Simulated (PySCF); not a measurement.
# Assigning NMR signals

Atoms are numbered as in `[CH3:1][C@@H:2]1[CH2:3][C@@:4]([CH3:5])([C:6](=[O:7])[OH:8])[SiH2:9]1`; H(Xn) means a hydrogen on atom n. Ha(C3), Ha(Si9) are cis to C1 on the ring; Hb(C3), Hb(Si9) are trans to C1 on the ring.

Method: GFN2-xTB structure, PBE0/pcSseg-1 with gauge-including orbitals, in PySCF (relativity neglected, equivalent nuclei averaged, one computed conformer, gas phase).

Referencing at the same level of theory: TMS for 13C and 1H.

(1) Assign these signals to the numbered atoms. 13C{1H} NMR (computed): δ 182.4 (C), 41.7 (CH2), 34.7 (C), 23.9 (CH3), 22.3 (CH3), 19.1 (CH).

(2) Assign these signals to the numbered atoms. 1H NMR (400 MHz, computed): δ 5.79 (br s, 1H), 4.83 (m, 1H), 4.50 (m, 1H), 3.04 (m, 1H), 2.37 (m, 1H), 1.54 (m, 1H), 1.50 (s, 3H), 1.27 (d, 3H).

## Answers

(1) 
```tsv
δ (ppm)	atoms	environment	reason
182.4	C6	carboxylic acid carbon	lone-pair donation from the attached heteroatom keeps it upfield of a ketone carbonyl
41.7	C3	sp3 CH2 in a ring	aliphatic region, no heteroatom directly attached
34.7	C4	fully substituted sp3 carbon bonded to Si, α to a carbonyl	the adjacent C=O deshields it moderately
23.9	C5	methyl carbon	a saturated carbon with 1 carbon neighbour and no heteroatom attached
22.3	C1	methyl carbon	–
19.1	C2	sp3 CH bonded to Si	–
```

C5 and C1 lie closer than the usual error of such a calculation, so a measured spectrum could show them in the other order.

(2) 
```tsv
δ (ppm)	atoms	environment	reason
5.79	H(O8)	hydrogen on an acid hydroxyl oxygen	exchangeable, gas-phase position
4.83	Hb(Si9)	hydrogen on a silicon bonded to 2 C, in a 4-membered ring	–
4.50	Ha(Si9)	hydrogen on a silicon bonded to 2 C, in a 4-membered ring	–
3.04	Hb(C3)	hydrogen on an sp3 CH2 in a ring	–
2.37	H(C2)	hydrogen on an sp3 CH bonded to Si	–
1.54	Ha(C3)	hydrogen on an sp3 CH2 in a ring	–
1.50	H(C5)	hydrogen on a methyl carbon	–
1.27	H(C1)	hydrogen on a methyl carbon	–
```

Ha(C3) and H(C5) lie closer than the usual error of such a calculation, so a measured spectrum could show them in the other order.

The OH or NH signal is concentration- and solvent-dependent in practice; the value given is the gas-phase one. Shifts are as computed. Against solution values, carbons near 30 ppm lie about +3 ppm off and those near 130 ppm about +5 ppm. Of 1211 compounds with measured shifts, 218 miss one by over three times the rms of a fit or turn the order of signals round; such compounds aren't used in these exercises. The C=O carbon of an acid or of an amide with N–H lies up to 10 ppm further downfield in solution, through hydrogen bonding that the calculation lacks. No couplings were computed; multiplicities are counted from neighbouring protons, with m where these are inequivalent, close in shift, in a saturated or five-membered ring or joined by F or P, and br s for small geminal =CH2 splittings.
